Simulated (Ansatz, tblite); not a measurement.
Removing and adding an electron: W5O21H12. Total charge 0; singlet. Geometry: PBE-D4/def2-SVP. Ansatz, gas phase; energy differences of separate SCF runs; the oxidised species was run as a doublet alone; the reduced species was run as a doublet alone.

Cartesian coordinates in Å:
```
W 0.5673 -0.7251 0.5185
W -1.9783 -0.8709 -2.1229
W -1.0726 2.6000 1.0962
W 2.1427 -3.9020 -0.6819
W 1.8372 1.8795 2.4474
O -2.8743 0.2482 -0.8681
O -2.5428 0.0866 -3.6475
O -0.9011 4.4257 1.6596
O -1.0148 2.8357 -0.6413
O -0.8956 -1.2885 -0.5875
O 0.7898 -3.4754 -1.7339
O 1.6726 -4.9756 0.8310
O -0.7367 -1.9410 -2.9959
O -3.3353 -2.1700 -2.0982
O -0.4576 0.8346 -2.2905
O -0.3230 2.1202 3.0430
O 1.8816 2.5959 4.2448
O 1.1151 2.7874 1.0514
O -0.7734 0.7261 0.9699
O -2.9170 2.5240 1.4772
O 3.4020 -2.4941 -0.5903
O 3.0410 -5.0696 -1.5699
O 1.0274 -2.3728 0.9360
O 3.5291 2.0754 2.1793
O 1.6640 -0.2191 -0.7503
O 1.5215 0.0822 2.0794
H -2.5184 0.3388 0.0483
H -2.0293 0.8052 -4.0637
H -0.0991 4.9575 1.5036
H -0.6724 1.6622 -1.7399
H 1.9634 -5.9073 0.8236
H -0.0460 -2.5875 -2.5426
H -3.2245 -3.0236 -2.5613
H 0.4673 0.5871 -2.0324
H -0.4286 2.7840 3.7527
H 2.7795 2.7866 4.5814
H -3.6487 2.8373 0.9145
H 3.0880 -1.5576 -0.6398
```

In the def2 sets W takes a core potential; there is no spin–orbit coupling. The xTB rows come from tblite. Single mean-field runs in def2-TZVP are fitted with def2-universal-jkfit. HOMO above LUMO, or a gap near zero within one spin, warns that the state may not be the lowest or that an electron is smeared out.

```
              level  −HOMO (eV)  vertical IE (eV)  −LUMO (eV)  vertical EA (eV)  HOMO–LUMO gap (eV)  IE − EA (eV)                                                                                 remarks
           GFN2-xTB       10.71             13.01        7.42              5.65                3.30          7.36                                                                                       –
revPBE-D4/def2-TZVP        7.06              8.99        3.79              2.05                3.27          6.94  gap within one spin near zero (+1 doublet), gap within one spin near zero (-1 doublet)
  PBE0-D4/def2-TZVP        8.72              9.99        3.31              2.14                5.42          7.85                                                                                       –
```

Task: Estimate the rows for GFN1-xTB, PBE-D4/def2-TZVP.

Result: 
```json
{"level": "GFN1-xTB", "−HOMO (eV)": "10.94", "vertical IE (eV)": "13.01", "−LUMO (eV)": "6.22", "vertical EA (eV)": "4.42", "HOMO–LUMO gap (eV)": "4.73", "IE − EA (eV)": "8.58", "remarks": "–"}
{"level": "PBE-D4/def2-TZVP", "−HOMO (eV)": "7.16", "vertical IE (eV)": "9.03", "−LUMO (eV)": "3.90", "vertical EA (eV)": "2.09", "HOMO–LUMO gap (eV)": "3.26", "IE − EA (eV)": "6.94", "remarks": "gap within one spin near zero (+1 doublet), gap within one spin near zero (-1 doublet)"}
```

Relaxing the reduced species (PBE-D4/def2-SVP) changes its energy by -0.77 eV at PBE-D4/def2-TZVP, so the adiabatic electron affinity to this nearest minimum is 2.85 eV. At PBE0-D4/def2-TZVP it is 3.04 eV.     Raw xTB energy differences between charge states are shifted by several eV; the methods need an empirical correction for them. Sets without diffuse functions give affinities that are too small.
